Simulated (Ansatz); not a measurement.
Reaction (atomization): `[BH2][AlH][AlH][CH3]` → 2 Al• + B• + C• + 7 H•

Gas-phase electronic energies from Ansatz, PBE0-D4/def2-TZVP geometries. CCSD(T)/CBS is the MP2 limit (def2-TZVPP, def2-QZVPP) plus CCSD(T) − MP2 in def2-TZVPP, frozen cores. This one scheme is used for every species, atoms too. Functionals use def2-TZVPP. No spin–orbit coupling; open shells (•) take unrestricted orbitals. Spin–orbit coupling would lower the free atoms: a little for Al, B, C. One conformer a species, not always the lowest.

```
               species  CAM-B3LYP energy (Eh)
`[BH2][AlH][AlH][CH3]`             -551.95337
                   Al•             -242.36801
                    B•              -24.64068
                    C•              -37.83702
                    H•               -0.49881
```

(1) Work out ΔE.

Largest T1 diagnostic among the species: 0.018.

## Answers

(1) ΔE = 7 × (-0.49881) + 2 × (-242.36801) + (-24.64068) + (-37.83702) − (-551.95337) = 1.24798 Eh = +3276.6 kJ/mol. CCSD(T)/CBS gives +3275.5 kJ/mol.

Leaving LDA and LC-ωPBE aside and taking each functional with its dispersion term where it has one, the values, not all of them listed here, spread over 103.7 kJ/mol, from revPBE-D4 to B97M-V. LDA lies +363.1 kJ/mol from PBE without D4, its usual overbinding. In def2-TZVPP, CCSD(T) changes the Hartree–Fock value by +664.0 kJ/mol (the triples alone add +29.4 kJ/mol) and MP2 by +657.8 kJ/mol; breaking electron pairs costs correlation energy, which Hartree–Fock lacks.

For atomizations the MP2-based limit and the directly extrapolated one differ by several kJ/mol either way, and by 10 to 25 for some Ge, Se and Sn compounds, so smaller differences from it don't rank the levels.
